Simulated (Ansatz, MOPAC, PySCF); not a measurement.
Molecule: CHO, charge 0, multiplicity 2. SMILES: [CH][O]
Geometry: optimised at B3LYP-D3(BJ)/def2-TZVP (Ansatz, a first-principles code).

Unscaled harmonic wavenumbers (cm⁻¹) in rising order, each level at the stationary point that it reaches from this structure (no distance between atoms moves by over 0.3 Å); the order of modes can differ between levels, and a negative number is imaginary. B3LYP-D3(BJ)/def2-TZVP (PySCF, at the structure above): 1108, 1934, 2642.

AM1 (MOPAC): 919, 2170, 3175. Zero-point energy 9.0 against 8.1 kcal/mol; where all levels lie over 400 cm⁻¹, the wavenumbers are on average 1.051 times those of B3LYP-D3(BJ)/def2-TZVP.

PM7 (MOPAC): 778, 1987, 2676. Zero-point energy 7.8 against 8.1 kcal/mol; where all levels lie over 400 cm⁻¹, the wavenumbers are on average 0.914 times those of B3LYP-D3(BJ)/def2-TZVP.

HF/3-21G (Ansatz): 1239, 1945, 2966. Zero-point energy 8.8 against 8.1 kcal/mol; where all levels lie over 400 cm⁻¹, the wavenumbers are on average 1.082 times those of B3LYP-D3(BJ)/def2-TZVP.

HF/6-31G* (Ansatz): 1251, 2143, 2918. Zero-point energy 9.0 against 8.1 kcal/mol; where all levels lie over 400 cm⁻¹, the wavenumbers are on average 1.114 times those of B3LYP-D3(BJ)/def2-TZVP.
